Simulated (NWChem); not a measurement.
All runs are NWChem calculations. System: H$_{2}$Sb, charge 0, spin multiplicity 2, at a geometry optimised with UB3LYP/def2-SVP with def2 effective core potentials on Sb. The structure started from a generated list of species. Its SCF solution wasn't tested for a lower state. Level: ROCCSD(T)/def2-TZVP with def2 effective core potentials on Sb, 4 core orbitals frozen.

The NWChem input:

```
start mol
memory heap 100 mb stack 700 mb global 1900 mb
geometry units angstroms nocenter noautoz
  Sb     0.000000     0.000000    -0.046052
  H     -1.223392     0.000000     1.174332
  H      1.223392     0.000000     1.174332
  symmetry group C2v
end
basis spherical
  * library def2-tzvp
end
ecp
  Sb library def2-ecp
end
scf
  rohf
  nopen 1
  maxiter 100
  thresh 1e-7
  semidirect memsize 60000000 filesize 0
  # guess.movecs holds the orbitals of an unrestricted PBE0 run
  vectors input guess.movecs output mol.movecs
end
tce
  freeze core 4
  ccsd(t)
  2eorb
  2emet 13
  thresh 1e-6
  maxiter 100
  tilesize 24
end
task tce energy
```

Part of the output:

```
             Northwest Computational Chemistry Package (NWChem) 7.3.0
             --------------------------------------------------------

                                NWChem Input Module
                                -------------------

 Scaling coordinates for geometry "geometry" by  1.889725989
 (inverse scale =  0.529177249)

 Turning off AUTOSYM since
 SYMMETRY directive was detected!

                             Geometry "geometry" -> ""
                             -------------------------

 Output coordinates in angstroms (scale by  1.889725989 to convert to a.u.)

  No.       Tag          Charge          X              Y              Z
 ---- ---------------- ---------- -------------- -------------- --------------
    1 Sb                  51.0000     0.00000000     0.00000000    -0.04605200
    2 H                    1.0000    -1.22339200     0.00000000     1.17433200
    3 H                    1.0000     1.22339200     0.00000000     1.17433200

 Effective nuclear repulsion energy (a.u.)      31.4522167326

            Nuclear Dipole moment (a.u.)
            ----------------------------
        X                 Y               Z
 ---------------- ---------------- ----------------
     0.0000000000     0.0000000000     0.0000226767

      Symmetry information
      --------------------

 Group name             C2v
 Group number             16
 Group order               4
 No. of unique centers     2

      Symmetry unique atoms

     1    2


 Summary of "ao basis" -> "" (spherical)
 ------------------------------------------------------------------------------
       Tag                 Description            Shells   Functions and Types
 ---------------- ------------------------------  ------  ---------------------
 *                         def2-tzvp                  on all atoms

 Summary of "ao basis" -> "ao basis" (spherical)
 ------------------------------------------------------------------------------
       Tag                 Description            Shells   Functions and Types
 ---------------- ------------------------------  ------  ---------------------
 Sb                        def2-tzvp                16       50   6s5p3d2f
 H                         def2-tzvp                 4        6   3s1p

                                 NWChem SCF Module
                                 -----------------

  ao basis        = "ao basis"
  functions       =    62
  atoms           =     3
  closed shells   =    12
  open shells     =     1
  charge          =   0.00
  wavefunction    = ROHF
  use symmetry    = T
  symmetry adapt  = T

 Summary of "ao basis" -> "ao basis" (spherical)
 ------------------------------------------------------------------------------
       Tag                 Description            Shells   Functions and Types
 ---------------- ------------------------------  ------  ---------------------
 Sb                        def2-tzvp                16       50   6s5p3d2f
 H                         def2-tzvp                 4        6   3s1p

      Symmetry analysis of basis
      --------------------------

        a1         26
        a2          6
        b1         17
        b2         13

 Forming initial guess at       0.1s

      Symmetry analysis of molecular orbitals - initial
      -------------------------------------------------

  Numbering of irreducible representations:

     1 a1          2 a2          3 b1          4 b2

  Orbital symmetries:

     1 a1          2 b2          3 b1          4 a1          5 a1
     6 a2          7 b2          8 b1          9 a1         10 a1
    11 b1         12 a1         13 b2         14 b1         15 a1
    16 b1         17 a1         18 b2         19 a1         20 a2
    21 b2         22 a1         23 b1

 Starting SCF solution at       0.1s

 ----------------------------------------------
         Quadratically convergent ROHF

 Convergence threshold     :          1.000E-07
 Maximum no. of iterations :          100
 Final Fock-matrix accuracy:          1.000E-09
 ----------------------------------------------

              iter       energy          gnorm     gmax       time
             ----- ------------------- --------- --------- --------
                 1     -240.3860602786  4.24D-01  1.44D-01      0.5
                 2     -240.3981786628  9.16D-02  3.52D-02      0.5
                 3     -240.3989990076  4.52D-03  2.11D-03      0.6
                 4     -240.3990031466  1.60D-05  6.64D-06      0.7
                 5     -240.3990031467  2.67D-09  8.68D-10      0.8

       Final ROHF results
       ------------------

         Total SCF energy =   -240.399003146721
      One-electron energy =   -449.202842811377
      Two-electron energy =    194.500767628247
 Nuclear repulsion energy =     14.303072036410

        Time for solution =      0.7s

       Symmetry analysis of molecular orbitals - final
       -----------------------------------------------

  Numbering of irreducible representations:

     1 a1          2 a2          3 b1          4 b2

  Orbital symmetries:

     1 a1          2 b2          3 b1          4 a1          5 a1
     6 a2          7 b1          8 b2          9 a1         10 a1
    11 b1         12 a1         13 b2         14 b1         15 a1
    16 a1         17 b1         18 b2         19 a1         20 a1
    21 a2         22 b2         23 b1

             Final eigenvalues
             -----------------

              1
    1   -6.5223
    2   -4.5920
    3   -4.5913
    4   -4.5876
    5   -1.6218
    6   -1.6207
    7   -1.6204
    8   -1.6167
    9   -1.6149
   10   -0.7152
   11   -0.4568
   12   -0.3824
   13   -0.1482
   14    0.0918
   15    0.1261
   16    0.2046
   17    0.2063
   18    0.2096
   19    0.2971
   20    0.3068
   21    0.3139
   22    0.3160
   23    0.4073

                       ROHF Final Molecular Orbital Analysis
                       -------------------------------------

 Vector   11  Occ=2.000000D+00  E=-4.567515D-01  Symmetry=b1
              MO Center= -8.5D-16,  4.2D-16,  7.7D-01, r^2= 2.4D+00
   Bfn.  Coefficient  Atom+Function         Bfn.  Coefficient  Atom+Function
  ----- ------------  ---------------      ----- ------------  ---------------
    16     -0.287515  1 Sb px                10      0.268878  1 Sb px
    52      0.232275  2 H  s                 58     -0.232275  3 H  s
    13     -0.228249  1 Sb px

 Vector   12  Occ=2.000000D+00  E=-3.823662D-01  Symmetry=a1
              MO Center=  8.2D-16, -2.1D-15, -8.0D-02, r^2= 2.7D+00
   Bfn.  Coefficient  Atom+Function         Bfn.  Coefficient  Atom+Function
  ----- ------------  ---------------      ----- ------------  ---------------
     6      0.357467  1 Sb s                 18     -0.355220  1 Sb pz
     5      0.337900  1 Sb s                 12      0.304958  1 Sb pz
    15     -0.264208  1 Sb pz                 3     -0.220323  1 Sb s
     2      0.205247  1 Sb s                  4     -0.166354  1 Sb s
    52     -0.166011  2 H  s                 58     -0.166011  3 H  s

 Vector   13  Occ=1.000000D+00  E=-1.481804D-01  Symmetry=b2
              MO Center=  3.6D-16, -3.8D-16, -2.9D-02, r^2= 2.7D+00
   Bfn.  Coefficient  Atom+Function         Bfn.  Coefficient  Atom+Function
  ----- ------------  ---------------      ----- ------------  ---------------
    17      0.561481  1 Sb py                11     -0.389113  1 Sb py
    14      0.335018  1 Sb py                20      0.271773  1 Sb py

 Vector   14  Occ=0.000000D+00  E= 9.183874D-02  Symmetry=b1
              MO Center= -2.3D-16, -1.3D-17, -3.4D-01, r^2= 5.8D+00
   Bfn.  Coefficient  Atom+Function         Bfn.  Coefficient  Atom+Function
  ----- ------------  ---------------      ----- ------------  ---------------
    19      1.265547  1 Sb px                53      0.909480  2 H  s
    59     -0.909480  3 H  s                 13      0.177690  1 Sb px
    10     -0.173258  1 Sb px

 Vector   15  Occ=0.000000D+00  E= 1.260607D-01  Symmetry=a1
              MO Center=  4.9D-16, -2.2D-17, -4.5D-01, r^2= 6.7D+00
   Bfn.  Coefficient  Atom+Function         Bfn.  Coefficient  Atom+Function
  ----- ------------  ---------------      ----- ------------  ---------------
    21      1.469277  1 Sb pz                 6      1.443497  1 Sb s
    53     -1.317388  2 H  s                 59     -1.317388  3 H  s
     3     -0.220337  1 Sb s                  2      0.197106  1 Sb s
     5      0.192156  1 Sb s

 Vector   16  Occ=0.000000D+00  E= 2.045921D-01  Symmetry=a1
              MO Center=  2.7D-17, -1.3D-17,  6.4D-01, r^2= 7.6D+00
   Bfn.  Coefficient  Atom+Function         Bfn.  Coefficient  Atom+Function
  ----- ------------  ---------------      ----- ------------  ---------------
    18      1.462450  1 Sb pz                21     -1.303263  1 Sb pz
    53     -0.369371  2 H  s                 59     -0.369371  3 H  s
    12     -0.213209  1 Sb pz                 6      0.210981  1 Sb s
     5      0.209785  1 Sb s

 center of mass
 --------------
 x =   0.00000000 y =   0.00000000 z =  -0.04920842

 moments of inertia (a.u.)
 ------------------
          10.544479511059           0.000000000000           0.000000000000
           0.000000000000          21.317663250070           0.000000000000
           0.000000000000           0.000000000000          10.773183739011

  Mulliken analysis of the total density
  --------------------------------------

    Atom       Charge   Shell Charges
 -----------   ------   -------------------------------------------------------
    1 Sb  23    22.92   0.16 -0.66  1.56  0.94  1.03  0.81 -0.46  6.43  0.87  1.61  0.51  9.04  0.96  0.11  0.02  0.00
    2 H    1     1.04   0.21  0.56  0.25  0.01
    3 H    1     1.04   0.21  0.56  0.25  0.01

 Mulliken analysis of the open-shell density
 -------------------------------------------

    Atom       Charge   Shell Charges
 -----------   ------   -------------------------------------------------------
    1 Sb  23     1.00   0.00 -0.00  0.00 -0.00  0.00 -0.00 -0.01  0.01  0.24  0.53  0.22  0.00  0.00  0.00  0.00  0.00
    2 H    1     0.00   0.00  0.00 -0.00  0.00
    3 H    1     0.00   0.00  0.00  0.00  0.00

       Multipole analysis of the density wrt the origin
       ------------------------------------------------

     L   x y z        total         open         nuclear
     -   - - -        -----         ----         -------
     0   0 0 0     -0.000000     -1.000000     25.000000

     1   1 0 0      0.000000     -0.000000      0.000000
     1   0 1 0      0.000000      0.000000      0.000000
     1   0 0 1     -0.122767      0.053882      2.436741

     2   2 0 0    -20.526721     -1.945242     10.689538
     2   1 1 0     -0.000000     -0.000000      0.000000
     2   1 0 1     -0.000000      0.000000      0.000000
     2   0 2 0    -20.887659     -5.864519      0.000000
     2   0 1 1     -0.000000      0.000000      0.000000
     2   0 0 2    -21.895370     -1.934986     10.023583

                   NWChem Extensible Many-Electron Theory Module
                   ---------------------------------------------


            General Information
            -------------------
      Number of processors :     1
         Wavefunction type : Restricted open-shell Hartree-Fock
          No. of electrons :    25
           Alpha electrons :    13
            Beta electrons :    12
           No. of orbitals :   124
            Alpha orbitals :    62
             Beta orbitals :    62
        Alpha frozen cores :     4
         Beta frozen cores :     4
     Alpha frozen virtuals :     0
      Beta frozen virtuals :     0
         Spin multiplicity : doublet
    Number of AO functions :    62
       Number of AO shells :    24
        Use of symmetry is : on
      Symmetry adaption is : on
         Schwarz screening : 0.10D-09

          Correlation Information
          -----------------------
          Calculation type : Coupled-cluster singles & doubles w/ perturbation
   Perturbative correction : (T)
            Max iterations :      100
        Residual threshold : 0.10D-05
     T(0) DIIS level shift : 0.00D+00
     L(0) DIIS level shift : 0.00D+00
     T(1) DIIS level shift : 0.00D+00
     L(1) DIIS level shift : 0.00D+00
     T(R) DIIS level shift : 0.00D+00
     T(I) DIIS level shift : 0.00D+00
   CC-T/L Amplitude update :  5-th order DIIS
                I/O scheme : Global Array Library
        L-threshold :  0.10D-05
        EOM-threshold :  0.10D-05
 no EOMCCSD initial starts read in
 TCE RESTART OPTIONS
 SLICE:      F
 D4D5:       F
 quantumc:   F
 qrotation:  F
 pwtce:      F
 qducc:      F
 nacto:                         0
 nrotv:                         0
 nrot:                          0

            Memory Information
            ------------------
          Available GA space size is     249029112 doubles
          Available MA space size is     104840972 doubles

 Maximum block size supplied by input
 Maximum block size        24 doubles

 tile_dim =     20

 -------------------------------------------------

 Global array virtual files algorithm will be used

 Parallel file system coherency ......... OK

 4-electron integrals stored in orbital form

 v2    file size   =           810299
 4-index algorithm nr.  13 is used
 imaxsize =       30
 imaxsize ichop =        0


CCSD iterations
 ---------------------------------------------------------
 Iter          Residuum       Correlation     Cpu    Wall
 ---------------------------------------------------------
    1   0.1406176161478  -0.3387615638717     0.9     0.9
    2   0.0310280793227  -0.3340415316066     0.9     0.9
    3   0.0114013813145  -0.3403601965015     1.0     1.0
    4   0.0050181920165  -0.3410414301581     1.0     1.0
    5   0.0024124872309  -0.3415681149279     1.0     1.0
    6   0.0006254387796  -0.3418630977635     0.9     0.9
    7   0.0003062686857  -0.3418924954946     0.9     0.9
    8   0.0001544269525  -0.3418988143720     0.9     0.9
    9   0.0000937835448  -0.3419001086441     1.0     1.0
   10   0.0000555117227  -0.3419022985120     0.9     0.9
   11   0.0000083794403  -0.3419056258721     0.9     0.9
   12   0.0000040954521  -0.3419054703091     1.0     1.0
   13   0.0000023013113  -0.3419055519988     1.0     1.0
   14   0.0000014553318  -0.3419055338597     1.0     1.0
   15   0.0000009103876  -0.3419055246664     1.0     1.0
 -----------------------------------------------------------------
 Iterations converged
 CCSD correlation energy / hartree =        -0.341905524666384
 CCSD total energy / hartree       =      -240.740908671387416

 Singles contributions

 Doubles contributions
 CCSD(T)
 Using plain CCSD(T) code
             total no. of tasks         1850
 total no. of tasks / no. procs         1850
                         wl_min            1           1.0
                         wl_max       512000           8.9
        thresh for no. of tasks         1850

 CCSD[T]  correction energy / hartree =        -0.008999578206967
 CCSD[T] correlation energy / hartree =        -0.350905102873351
 CCSD[T] total energy / hartree       =      -240.749908249594370
 CCSD(T)  correction energy / hartree =        -0.008454993775205
 CCSD(T) correlation energy / hartree =        -0.350360518441589
 CCSD(T) total energy / hartree       =      -240.749363665162633

 Task  times  cpu:       23.9s     wall:       23.9s

 Total times  cpu:       24.0s     wall:       24.0s
```
